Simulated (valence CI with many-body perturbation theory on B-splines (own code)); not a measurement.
**Rb VI: electric-dipole lines**

Level of theory: configuration interaction combined with many-body perturbation theory (CI+MBPT): four valence electrons over a frozen Dirac-Fock core [Ar] 3d10, radial functions for each j: 11 s, 11 p, 10 d, 8 f, 5 g, 2 h, with the one-electron correlation potential Σ1, the two-electron term Σ2, the three-electron term Σ3, Breit, model QED; selected CI, second order for the rest, scaled by the run's own slope (own B-spline code, finite nucleus).

Set against measurement, 13 paired levels are off by 121 cm⁻¹ on average, the worst by 245. These come from a selection out of Sansonetti, J. Phys. Chem. Ref. Data 35, 301 (2006). Levels without a partner in it may be off by more. Among the levels kept, up to 1100 cm⁻¹ of a level comes from second order outside the variational space, and about a tenth of that is noise between levels of different J, which matters for small intervals.

Lines 301 to 350 of 581 in falling wavelength, among levels below 503880 cm⁻¹, chosen from the strongest by gf and those to the six lowest levels. Wavelengths and rates use the calculated energies, so an error of 100 cm⁻¹ moves a line at 490.3 Å by 0.049 % and its rate by three times that or more. Electric multipoles are in the length gauge, E1 and E2 with the static RPA response of the core. Weak lines are less certain than strong ones. Lines between different terms over intervals too small for the method are left out, as are lines whose strength nearly cancels. Where a level lies close to another of its J and parity, the split of strength between their lines is uncertain. The highest levels of a list are the least certain.

Names give the largest LS component (configuration and term), which can be under half, so a name can repeat, a term be missing and a line seem to break the LS rules; names also repeat where a configuration has a term twice. Letters in brackets count levels of one name in rising energy.

| λ vac (Å) | λ from measured levels | Upper | Lower | A (s⁻¹) | log gf | Branch % |
| --- | --- | --- | --- | --- | --- | --- |
| 495.0 |  | 4s2 4p 4d 3F°_3 | 4s2 4p2 1D_2 | 3.66e+07 | -2.03 | 7.6 |
| 494.9 |  | 4s 4p2 4d 3D_2 [d] | 4s2 4p 4d 3P°_1 | 1.48e+10 | 0.43 | 30.9 |
| 494.9 |  | 4s 4p2 4d 1D_2 [c] | 4s2 4p 4d 1F°_3 | 1.26e+10 | 0.36 | 20.1 |
| 493.7 |  | 4s 4p2 4d 3P_2 [a] | 4s 4p3 3P°_1 | 9.02e+08 | -0.78 | 4.7 |
| 491.6 |  | 4s 4p2 4d 3D_3 [d] | 4s2 4p 4d 3P°_2 | 1.46e+10 | 0.57 | 32.3 |
| 490.3 | 490.9 | 4s 4p3 3S°_1 | 4s2 4p2 3P_1 | 7.56e+09 | -0.09 | 28.8 |
| 486.4 |  | 4s2 4d2 3F_2 | 4s2 4p 4d 1P°_1 | 1.04e+09 | -0.73 | 1.8 |
| 486.1 |  | 4s 4p2 4d 3F_3 [c] | 4s2 4p 4d 3F°_4 | 3.52e+09 | -0.06 | 9.0 |
| 485.5 |  | 4s 4p2 4d 3P_1 [c] | 4s2 4p 4d 3P°_1 | 4.42e+09 | -0.33 | 7.0 |
| 483.1 |  | 4s 4p2 4d 3P_1 [a] | 4s 4p3 3P°_2 | 3.89e+09 | -0.39 | 17.1 |
| 481.7 |  | 4s 4p2 4d 3P_2 [c] | 4s2 4p 4d 3P°_2 | 1.12e+09 | -0.71 | 1.8 |
| 480.4 |  | 4s 4p2 4d 3P_1 [a] | 4s 4p3 3P°_0 | 1.96e+09 | -0.69 | 8.6 |
| 478.7 |  | 4s 4p2 4d 3F_4 [c] | 4s2 4p 4d 3F°_4 | 2.05e+10 | 0.80 | 53.9 |
| 478.3 | 478.8 | 4s 4p3 3S°_1 | 4s2 4p2 3P_0 | 3.11e+09 | -0.49 | 11.9 |
| 477.2 |  | 4s 4p2 4d 3F_2 [c] | 4s2 4p 4d 3F°_3 | 2.87e+09 | -0.31 | 7.0 |
| 474.2 |  | 4s 4p2 4d 3P_0 [a] | 4s 4p3 3P°_1 | 8.07e+09 | -0.57 | 35.9 |
| 474.2 | 474.6 | 4s 4p3 1P°_1 | 4s2 4p2 3P_2 | 4.41e+08 | -1.35 | 2.4 |
| 473.5 |  | 4s 4p2 4d 3F_3 [c] | 4s2 4p 4d 3F°_3 | 1.40e+10 | 0.52 | 35.6 |
| 471.0 |  | 4s2 4p 4d 3F°_2 | 4s2 4p2 3P_2 | 1.72e+08 | -1.54 | 31.1 |
| 469.2 |  | 4s 4p2 4d 3F_2 [c] | 4s2 4p 4d 3F°_2 | 1.46e+10 | 0.38 | 35.8 |
| 466.3 |  | 4s2 4p 6p 1D_2 | 4s2 4p 4d 1P°_1 | 3.59e+09 | -0.23 | 36.1 |
| 463.7 | 464.1 | 4s 4p3 1P°_1 | 4s2 4p2 3P_1 | 2.72e+09 | -0.58 | 14.7 |
| 463.2 |  | 4s2 4p 5p 3P_2 | 4s 4p3 3D°_3 | 1.95e+09 | -0.50 | 20.9 |
| 463.1 |  | 4s2 4p 4d 3F°_3 | 4s2 4p2 3P_2 | 4.45e+08 | -1.00 | 92.4 |
| 462.6 |  | 4s2 4d2 3P_2 | 4s2 4p 4d 1P°_1 | 5.07e+09 | -0.09 | 8.8 |
| 461.4 |  | 4s 4p2 4d 3D_3 [b] | 4s 4p3 1D°_2 | 7.52e+08 | -0.77 | 9.4 |
| 460.8 |  | 4s 4p2 4d 1F_3 [b] | 4s2 4p 4d 1D°_2 | 2.30e+10 | 0.71 | 34.6 |
| 460.6 |  | 4s2 4p 4d 3F°_2 | 4s2 4p2 3P_1 | 1.27e+08 | -1.70 | 22.9 |
| 459.4 |  | 4s2 4d2 1D_2 | 4s2 4p 4d 1P°_1 | 9.89e+09 | 0.19 | 19.7 |
| 454.0 |  | 4s 4p2 4d 1P_1 [a] | 4s 4p3 1D°_2 | 1.55e+10 | 0.16 | 66.8 |
| 453.5 |  | 4s2 4d2 1G_4 | 4s2 4p 4d 1F°_3 | 3.66e+10 | 1.01 | 97.5 |
| 453.0 |  | 4s2 4p 4f 3D_3 | 4s 4p3 1D°_2 | 5.26e+09 | 0.05 | 16.5 |
| 452.9 | 453.3 | 4s 4p3 1P°_1 | 4s2 4p2 3P_0 | 5.61e+08 | -1.29 | 3.0 |
| 452.5 |  | 4s 4p2 4d 1S_0 | 4s 4p3 1P°_1 | 1.79e+10 | -0.26 | 42.6 |
| 452.1 |  | 4s 4p2 4d 5F_2 | 4s 4p3 5S°_2 | 2.21e+07 | -2.47 | 28.7 |
| 451.2 |  | 4s 4p2 4d 3P_2 [a] | 4s 4p3 3D°_3 | 9.23e+09 | 0.15 | 47.7 |
| 450.9 |  | 4s2 4p 4d 3P°_2 | 4s2 4p2 1D_2 | 7.22e+09 | 0.04 | 23.8 |
| 448.3 |  | 4s 4p2 4d 5F_3 | 4s 4p3 5S°_2 | 4.83e+07 | -1.99 | 59.6 |
| 448.1 |  | 4s2 4d2 1D_2 | 4s2 4p 4d 1F°_3 | 2.44e+09 | -0.44 | 4.8 |
| 448.1 |  | 4s 4p2 4d 3D_3 [d] | 4s2 4p 4d 3F°_3 | 2.41e+09 | -0.29 | 5.3 |
| 447.6 |  | 4s 4p2 4d 3P_2 [a] | 4s 4p3 3D°_2 | 5.36e+09 | -0.09 | 27.7 |
| 446.9 |  | 4s 4p2 4d 1F_3 [b] | 4s2 4p 4d 3P°_2 | 9.98e+09 | 0.32 | 15.0 |
| 446.5 |  | 4s 4p2 4d 1D_2 [b] | 4s 4p3 1P°_1 | 6.29e+09 | -0.03 | 14.6 |
| 444.3 |  | 4s 4p2 4d 1D_2 [c] | 4s2 4p 4d 1D°_2 | 3.26e+09 | -0.32 | 5.2 |
| 443.8 |  | 4s2 4p 4f 1F_3 | 4s 4p3 1D°_2 | 2.05e+10 | 0.63 | 62.4 |
| 442.8 |  | 4s2 4p 4d 3P°_1 | 4s2 4p2 1D_2 | 4.61e+08 | -1.39 | 1.3 |
| 442.5 |  | 4s 4p2 4d 1P_1 [b] | 4s 4p3 1P°_1 | 1.29e+10 | 0.06 | 28.3 |
| 440.6 |  | 4s 4p2 4d 3S_1 | 4s 4p3 1D°_2 | 2.52e+09 | -0.66 | 8.6 |
| 437.9 |  | 4s2 4p 4f 1D_2 | 4s 4p3 1D°_2 | 1.32e+10 | 0.28 | 83.2 |
| 437.7 |  | 4s 4p2 4d 3P_1 [a] | 4s 4p3 3D°_2 | 6.83e+09 | -0.23 | 30.0 |

**Question.** How does gf follow from A for the line at 452.5 Å?

**Answer.** gf = 1.4992 × (2J+1)_upper × A / σ², with σ = 220978 cm⁻¹ and 2J+1 = 1: gf = 0.549.
